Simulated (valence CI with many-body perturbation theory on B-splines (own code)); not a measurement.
## Which ion has this spectrum?

A relativistic CI+MBPT calculation for an atom or ion with 13 electrons gives these levels (cm⁻¹):

```tsv
J	Parity	E	g
1/2	odd	0.0	0.67
3/2	odd	112	1.33
1/2	even	25403	2.00
1/2	even	28935	2.67
3/2	even	28982	1.73
5/2	even	29058	1.60
3/2	even	32449	0.80
5/2	even	32450	1.20
1/2	odd	32988	0.67
3/2	odd	33004	1.33
1/2	even	37725	2.00
3/2	even	38970	0.80
5/2	even	38974	1.20
1/2	odd	40299	0.67
```

The energies are calculated, with errors of about 47 cm⁻¹, more in some levels.

**Question.** Which is it?
A. S3+
B. Al
C. P2+
D. Si+

**Answer.** B. Al, ground level 3s2 3p 2P°_1/2.
